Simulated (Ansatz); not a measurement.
H3Sb, charge -1, doublet, at the geometry of the source list (a state made from the parent by changing its charge; the spin is typed, not shown lowest) (all electrons, no relativity) (a gas-phase anion, which may not be bound at this level). Base run: SVWN5/3-21G (Ansatz, an electronic-structure program).

Ansatz was given this input:
Ansatz 0.2 input:
```yaml
crystal:
  periodic: [false, false, false]
  atoms:
    - {symbol: Sb, position_ang: [0.00190000, -0.00510000, 0.74390000]}
    - {symbol: H, position_ang: [-0.87650000, -1.04080000, -0.25290000]}
    - {symbol: H, position_ang: [-0.46500000, 1.28180000, -0.23730000]}
    - {symbol: H, position_ang: [1.33960000, -0.23590000, -0.25370000]}
basis:
  gaussian:
    orbitals: 3-21G.json
hamiltonian:
  xc: {name: SVWN5}
total_charge: -1
magnetization: {spin_polarized: true, initial_magnetization: 1}
```
The basis file holds 3-21G in the JSON format of the Basis Set Exchange.

Variants of this job, named by their change:

```tsv
change	ΔE vs base (mEh)
base	0.000
nuclear_model = gaussian	58.694
lower_state_search = off	0.081
forces = on	0.000
final_grid = 4, 8, 17	-0.047
point_charge = charge:1.0 position_ang:-0.1768, 3.4725, 2.6702	-144.1
final_grid = 10, 20, 41	0.000
lower_state_search = full	0.000
accuracy = high	0.001
point_charge = charge:0.5 position_ang:-1.8178, -3.8458, 1.0607	-64.786
```

A gas-phase anion may not be bound at this level; its values then depend on the basis.
